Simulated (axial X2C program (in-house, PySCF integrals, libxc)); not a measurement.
**Curves of EuCN⁺ from open-shell CI on f6 s1**

Calculated with an axial X2C code built on PySCF integrals: two-component X2C with atomic mean-field Coulomb and Gaunt terms, basis Eu dyall-v3z, C dyall-v3z, N dyall-v3z (cores contracted in-house). Orbitals come from Hartree–Fock averaged over the configuration Eu f6 s1; CI then distributes these electrons over the f, s shells of Eu.

Scan along the Eu–C bond with CN moving as one mass, its bond held at 1.160 Å; masses Eu 152.921 u, C 12.000 u, N 14.003 u. Energies in cm⁻¹ from the lowest point; levels are followed by energy order within each Ω. Lowest level at 2.313 Å: 100% f6 s1.

```csv
R (Å),(1)Ω=1/2,(1)Ω=3/2,(1)Ω=5/2,(2)Ω=1/2,(2)Ω=3/2
2.151,1869,2138,2716,2794,3189
2.232,475,746,1332,1390,1774
2.313,0,274,867,906,1283
2.406,309,587,1188,1206,1580
2.498,1279,1561,2169,2170,2542
2.602,2924,3211,3828,3812,4184
2.729,5430,5728,6359,6329,6700
```

(1) Fit the curves (1)Ω=1/2, (1)Ω=3/2, (1)Ω=5/2, (2)Ω=1/2, (2)Ω=3/2 near their minima.

The 5 lowest curves are shown; the next is (3)Ω=1/2, from 1600 cm⁻¹.

Dynamic correlation is missing, so gaps between terms are too wide and other configurations may lie lower; the lowest level listed is that of this model, not necessarily the ground state. At most 4 roots were kept for each Ω > 0 (twice that for Ω = 0) within 2.2 eV of the lowest, so higher up levels can be missing between those listed; levels with Ω > 0 are doubly degenerate and listed once, Ω = 0 levels singly. The molecule was held linear; bending was not examined.

## Answers

(1) From the open-shell CI curves, Te from the lowest:

```json
{"level": "(1)Ω=1/2", "Te (cm⁻¹)": "0", "Re (Å)": "2.324", "ωe (cm⁻¹)": "395.1"}
{"level": "(1)Ω=3/2", "Te (cm⁻¹)": "275", "Re (Å)": "2.323", "ωe (cm⁻¹)": "395.4"}
{"level": "(1)Ω=5/2", "Te (cm⁻¹)": "868", "Re (Å)": "2.323", "ωe (cm⁻¹)": "395.8"}
{"level": "(2)Ω=1/2", "Te (cm⁻¹)": "905", "Re (Å)": "2.325", "ωe (cm⁻¹)": "394.7"}
{"level": "(2)Ω=3/2", "Te (cm⁻¹)": "1282", "Re (Å)": "2.325", "ωe (cm⁻¹)": "395.2"}
```

Without dynamic correlation distances can be off by several hundredths of an Å (long for ionic bonds, short for multiple bonds) and the wavenumbers are rough.
